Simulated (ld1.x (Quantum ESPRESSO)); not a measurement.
Pt: from the effect back to the setting (TM)

Base potential:

```
Element                 : platinum (Pt)
Generator               : ld1.x (Quantum ESPRESSO) 7.5
Type                    : norm-conserving Troullier–Martins (Kleinman–Bylander form)
Functional              : PBE
Relativity              : scalar-relativistic
Frozen core             : [Xe] 4f14
Valence charge          : 10
Reference configuration : 5d9 6s1 6p0
Partial waves           : 6s (bound): rc 1.20 bohr; 6p (bound, empty): rc 3.25 bohr; 5d (bound): rc 2.00 bohr
Local potential         : all-electron potential smoothed inside 3.00 bohr (lloc = -1)
Core correction         : none
```

Cutoffs, loose and tight: the cutoffs (Ry, on a coarse ladder) from which the occupation-weighted sum of valence levels, in a spherical-Bessel basis at the reference potential, stays within 10 and 1 mRy of its value at 400 Ry. They do not see the model core or the augmentation charge, which bear on the density cutoff. Test errors are all-electron minus pseudo excitation energies from the reference, over the configurations 5d9 6s0 6p0; 5d8 6s0 6p0; 5d7 6s0 6p0; 5d9 6s0.5 6p0; 5d9.5 6s0.5 6p0; 5d9 6s0 6p1; 5d6 6s0 6p0; variants that change the core or the reference have their own tests. The largest error is taken over the tests solved by every variant that gives reliable tests at all, those not shown here included: 5d6 6s0 6p0; 5d7 6s0 6p0; 5d8 6s0 6p0; 5d9 6s0 6p0; 5d9 6s0 6p1.

Only the s radius is moved (5 further runs of the sweep failed or gave no value and are left out):

```csv
s radius (bohr),"cutoff, loose","cutoff, tight",bound ghosts,largest test error (meV)
1.34,230 Ry,300 Ry,s,-555
1.58,50 Ry,100 Ry,s,-656
1.66,40 Ry,80 Ry,none,-654
1.8,40 Ry,70 Ry,none,-616
```

One more run gave cutoff, loose: 100 Ry; cutoff, tight: 120 Ry; bound ghosts: s; largest test error (meV): -597. Which value of the s radius was used?

1.48 bohr. The tight cutoff moves one way along this sweep, from 300 Ry at 1.34 to 70 Ry at 1.8 bohr, which places the run between 1.34 and 1.58 bohr.
